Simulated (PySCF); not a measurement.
Species: C4H6FOS (doublet state).
Atom-mapped SMILES: `[CH3:1][C:2](=[O:3])[C@H:4]([S:5])[CH2:6][F:7]` (hydrogens: H8, H9, H10 on C1; H11 on C4; H12, H13 on C6)

Computed, not measured: PySCF, UKS B3LYP, pcH-1 on C F H O S, non-relativistic, mean-field spin-orbit, GIAO. The structure is a single GFN2-xTB conformer in the gas phase; no vibrational or solvent corrections. A GFN2-xTB geometry isn't a minimum of the functional, and hyperfine couplings can be far from their values at a DFT geometry, by a factor of two or more for some ions and for spin on atoms past the first row.

Output of the driver script. The program numbers atoms from 0.

```
UKS, coarse grid
  cycle   1  E = -729.11333486  |g| = 6.71e-01
  cycle   2  E = -728.02992489  |g| = 1.65e+00
  cycle   3  E = -729.21737006  |g| = 3.38e-01
  cycle   4  E = -729.27176808  |g| = 7.81e-02
  cycle   5  E = -729.27382640  |g| = 3.67e-02
  cycle   6  E = -729.27436554  |g| = 1.21e-02
  cycle   7  E = -729.27443891  |g| = 3.89e-03
  cycle   8  E = -729.27445002  |g| = 2.33e-03
  cycle   9  E = -729.27445392  |g| = 8.36e-04
UKS, final grid
  cycle   1  E = -729.27452266  |g| = 1.63e-03
  cycle   2  E = -729.27451904  |g| = 3.79e-03
  cycle   3  E = -729.27452437  |g| = 2.82e-04
  cycle   4  E = -729.27452458  |g| = 2.07e-04
  cycle   5  E = -729.27452546  |g| = 1.85e-04
  cycle   6  E = -729.27452634  |g| = 1.35e-04
  cycle   7  E = -729.27452725  |g| = 9.07e-05
  cycle   8  E = -729.27452762  |g| = 4.43e-05
  cycle   9  E = -729.27452764  |g| = 1.92e-05
  cycle  10  E = -729.27452764  |g| = 1.08e-05
E = -729.27452764 Eh   <S^2> = 0.7533 (exact 0.7500)
g shifts (ppm)      1          2          3
  rmc          -229       -229       -229
  gc            -13         47         42
  oz_so         374      16501     360483
  total         133      16321     360299
hyperfine (MHz)  atom isotope    a_iso     a_fc   dipolar eigenvalues
    0   13C       1.06       1.06     -1.10     -0.58      1.68
    1   13C      23.02      23.02     -4.61     -3.12      7.72
    2   17O      -3.10      -3.10    -19.01      7.70     11.31
    3   13C     -13.18     -13.18     -4.57     -2.87      7.44
    4   33S      14.67      14.67    -85.20    -84.77    169.97
    5   13C      -2.84      -2.84     -0.82     -0.36      1.18
    6   19F      -3.08      -3.08     -3.69     -1.62      5.31
    7    1H       0.63       0.63     -1.35     -0.85      2.19
    8    1H      -2.94      -2.94     -1.33     -1.05      2.38
    9    1H      -0.08      -0.08     -2.45     -1.95      4.39
   10    1H      86.61      86.61     -5.34     -2.23      7.57
   11    1H      -0.95      -0.95     -2.22     -1.89      4.12
   12    1H      -0.81      -0.81     -2.65     -2.34      4.98
```

**Question.** Can this result be taken as it stands? Point to the evidence in the output.

**Answer.** No. The largest g shift is +0.360, past the limit of 0.03 at which the run flags a species of elements up to argon. The orbital-Zeeman/spin–orbit term is second order, a sum of spin–orbit matrix elements over excitation energies, so it grows and becomes less reliable as an excited state comes close; a shift this large should be checked with a method that treats spin–orbit coupling variationally or among several states. The contact and dipolar couplings don't rest on that expansion, but they belong to the state that the SCF found, and a close-lying state with the spin in another orbital would have other couplings; no stability test was run. The run left out the spin–orbit part of the hyperfine coupling.

**Question.** Where is the spin in this solution (atoms counted from 1)?

**Answer.** The largest Mulliken spin population is on S5 (+0.93). The unrestricted determinant has ⟨S²⟩ = 0.7533 (exact 0.7500), so spin contamination is small. 

**Question.** Average a_iso over equivalent nuclei, turn it into first-order splittings with g = 2.0023, and give the multiplets for abundant isotopes (0.05 mT or more).

**Answer.** 
```
nuclei (from 1)  isotope    I         position  a_iso (MHz)  |a| (mT)  splits into
            H11       1H  1/2  2 bonds from S5         86.6      3.09  1:1 doublet
             F7      19F  1/2  3 bonds from S5         -3.1      0.11  1:1 doublet
```
